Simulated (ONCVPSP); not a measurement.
## gallium (Ga): one change to an ONCV potential, before and after

Ga, optimised norm-conserving Vanderbilt (ONCV), made with ONCVPSP 4.0.1 (Wu-Cohen, scalar-relativistic). Core [Ar] 3d10, reference 4s2 4p1. Waves: 4s: rc 1.95 bohr, ncon 4, nbas 8, qcut 3.5 1/bohr, local; 4p: rc 2.80 bohr, ncon 4, nbas 7, qcut 3.4 1/bohr, 2 projectors, debl 3.4 Ha; d scattering state at 0.04 Ha: rc 2.90 bohr, ncon 5, nbas 8, qcut 3.7 1/bohr, 2 projectors, debl 1.2 Ha. Local part: the s channel. Core correction: Teter function, fcfact 2.25, rcfact 1.15.

Change: core correction Teter function, fcfact 1.3, rcfact 1.15.

Cutoffs: the cutoffs (Ha) at which the residual kinetic energy of the hardest occupied pseudo-wave falls to 1 and 0.1 mHa per electron; they do not see the model core or the augmentation charge, which bear on the density cutoff. Errors are all-electron minus pseudo energies relative to the spin-unpolarised reference configuration.

Problem. How do hardness, ghosts and transferability respond?

Solution. The potential gets neither clearly harder nor softer (7.2 Ha and 38 Ha → 7.2 Ha and 38 Ha); both files keep a bound ghost (d); of the 4 tests that both files solve, the error grows in 3 and shrinks in 0 by more than 15 % and 0.3 meV (median size 10.2 → 18.3 meV). A model core, the more so a compact one, raises the density cutoff, which this test does not measure.

```csv
quantity,base,changed
"cutoff, loose",7.2 Ha,7.2 Ha
"cutoff, tight",38 Ha,38 Ha
bound ghosts,d,d
GHOST(+) flags under 300 eV,none,none
"error for 4s2 4p0, meV [ΔE 5.68 eV]",-6.0,-7.7
"error for 4s1 4p0, meV [ΔE 26.86 eV]",-83,-74
"error for 4s2 4p0.5, meV [ΔE 2.02 eV]",-1.2,-1.5
"error for 4s0 4p3, meV [ΔE 13.45 eV]",+14,+29
s: phases at 1.98 bohr within 0.05 rad from the reference energy up to (Ha; the scan ends near 5),1.7,1.7
p: phases at 2.84 bohr within 0.05 rad from the reference energy up to (Ha; the scan ends near 5),1.3,1.3
d: phases at 2.94 bohr within 0.05 rad from the reference energy up to (Ha; the scan ends near 5),2.0,2.0
"rms error of d²Exc/dni dnj with the model core, mHa",4.26,5.09
```

Base: The cutoffs count occupied waves only; projector 2 of the d channel, the hardest unoccupied one, needs 33 Ha at the loose tolerance. Changed file: The cutoffs count occupied waves only; projector 2 of the d channel, the hardest unoccupied one, needs 33 Ha at the loose tolerance. A true bound ghost makes a file unfit for plane-wave use even where its test errors are small: the radial tests pick states by their node count and pass the ghost by.
